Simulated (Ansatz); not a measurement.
Total energies of `O[Si](O)(O)CCCCc1c(F)c(F)c(F)c(F)c1F` from Ansatz at BHLYP-D4/def2-TZVP, gas phase (1 Eh = 27.2114 eV = 2625.5 kJ/mol). The reference geometry is relaxed at r2SCAN-D4/def2-SVP.

```xyz
30

O     3.6867    0.9427    3.0130
Si    2.1232    1.1150    3.5405
O     2.1551    0.5305    5.1002
O     1.7053    2.7161    3.4388
C     0.8860    0.2265    2.4719
C     0.9308    0.6732    1.0060
C    -0.0586   -0.0724    0.1159
C    -0.0105    0.4034   -1.3422
C    -0.9759   -0.3381   -2.2223
C    -0.6075   -1.5125   -2.8862
F     0.6427   -1.9698   -2.7743
C    -1.5039   -2.2322   -3.6791
F    -1.1184   -3.3394   -4.3054
C    -2.8213   -1.7840   -3.8031
F    -3.6861   -2.4598   -4.5497
C    -3.2249   -0.6192   -3.1455
F    -4.4779   -0.1915   -3.2633
C    -2.3040    0.0777   -2.3605
F    -2.7179    1.1815   -1.7320
H     4.2261    0.3349    3.5321
H     1.3154    0.5028    5.5727
H     2.3738    3.3406    3.7459
H     1.0712   -0.8617    2.5475
H    -0.1284    0.3896    2.8840
H     1.9547    0.5336    0.6122
H     0.7319    1.7587    0.9507
H     0.1502   -1.1573    0.1498
H    -1.0847    0.0589    0.5052
H    -0.2421    1.4801   -1.3839
H     1.0090    0.2720   -1.7388
```

```tsv
state	geometry	energy (Eh)
charge 0 singlet	reference	-1402.18669
charge 1 doublet	reference	-1401.84243
charge -1 doublet	reference	-1402.15248
free O atom (triplet)	–	-75.07712
free Si atom (triplet)	–	-289.37696
free C atom (triplet)	–	-37.84774
free F atom (doublet)	–	-99.74467
free H atom (doublet)	–	-0.49854
```

Single mean-field runs in def2-TZVP are fitted with def2-universal-jkfit.

Work out the vertical ionisation energy to the doublet.

E(charge 1 doublet) − E(charge 0 singlet) = -1401.84243 − (-1402.18669) = 0.34426 Eh = 9.37 eV. For comparison, −ε of the highest occupied level is 8.51 eV at this level, 0.86 eV less.

Work out the vertical electron affinity, to the doublet.

E(charge 0 singlet) − E(charge -1 doublet) = -1402.18669 − (-1402.15248) = -0.03421 Eh = -0.93 eV; negative, so the extra electron isn't bound. The basis lacks diffuse functions, which makes affinities too small.

Give the fundamental gap IE − EA, the Mulliken electronegativity (IE + EA)/2 and the hardness (IE − EA)/2.

From the values in Eh: IE − EA = 0.34426 − (-0.03421) = 0.37847 Eh = 10.30 eV; (IE + EA)/2 = 4.22 eV; (IE − EA)/2 = 5.15 eV. The HOMO–LUMO gap of the same run is 8.69 eV, 1.61 eV smaller than the fundamental gap.

What is the binding energy per atom against free atoms?

Atoms: 3 × (-75.07712) + 1 × (-289.37696) + 10 × (-37.84774) + 5 × (-99.74467) + 11 × (-0.49854) = -1397.29301 Eh. Binding: -1397.29301 − (-1402.18669) = 4.89368 Eh = 133.16 eV, or 4.44 eV for each of 30 atoms (no zero-point energy, no counterpoise term).

At BHLYP-D4/def2-TZVP the highest occupied level of the charge -1 doublet lies above zero (up to 1.78 eV). By energy differences it is unbound by 0.93 eV (vertical, against the charge 0 singlet, at BHLYP-D4/def2-TZVP) and held by the finite basis.
